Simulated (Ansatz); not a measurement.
Mulliken charges of C2H5NOSe (`NC(=O)C[SeH]`) from r2SCAN/def2-TZVPP in Ansatz (PBE0-D4/def2-TZVP geometry).

```json
{"atom": "N1", "x (Å)": "1.439", "y (Å)": "-0.089", "z (Å)": "0.327", "charge (e)": "-0.297"}
{"atom": "C2", "x (Å)": "0.227", "y (Å)": "-0.569", "z (Å)": "0.669", "charge (e)": "0.265"}
{"atom": "O3", "x (Å)": "0.013", "y (Å)": "-1.206", "z (Å)": "1.679", "charge (e)": "-0.374"}
{"atom": "C4", "x (Å)": "-0.908", "y (Å)": "-0.332", "z (Å)": "-0.312", "charge (e)": "-0.090"}
{"atom": "Se5", "x (Å)": "-0.750", "y (Å)": "1.142", "z (Å)": "-1.584", "charge (e)": "-0.128"}
{"atom": "H6", "x (Å)": "1.548", "y (Å)": "0.499", "z (Å)": "-0.482", "charge (e)": "0.178"}
{"atom": "H7", "x (Å)": "2.208", "y (Å)": "-0.241", "z (Å)": "0.956", "charge (e)": "0.192"}
{"atom": "H8", "x (Å)": "-1.828", "y (Å)": "-0.232", "z (Å)": "0.258", "charge (e)": "0.102"}
{"atom": "H9", "x (Å)": "-1.003", "y (Å)": "-1.224", "z (Å)": "-0.935", "charge (e)": "0.091"}
{"atom": "H10", "x (Å)": "-0.863", "y (Å)": "2.201", "z (Å)": "-0.572", "charge (e)": "0.060"}
```

Problem. By hand: the dipole of these point charges (1 e Å = 4.8032 D).

Solution. Σ q r = (0.176, 0.250, -0.312) e Å, of length 0.437 e Å = 2.10 D.

Problem. How does the dipole of the full density compare? (Estimate.)

Solution. The calculation gave: (0.261, 0.323, -0.340) e Å, 2.58 D; the point charges give 0.81 times that, at 7° from its direction.

Point charges leave out the atoms' own dipoles, such as those of lone pairs, and Mulliken's split depends on the basis, so the two needn't agree.
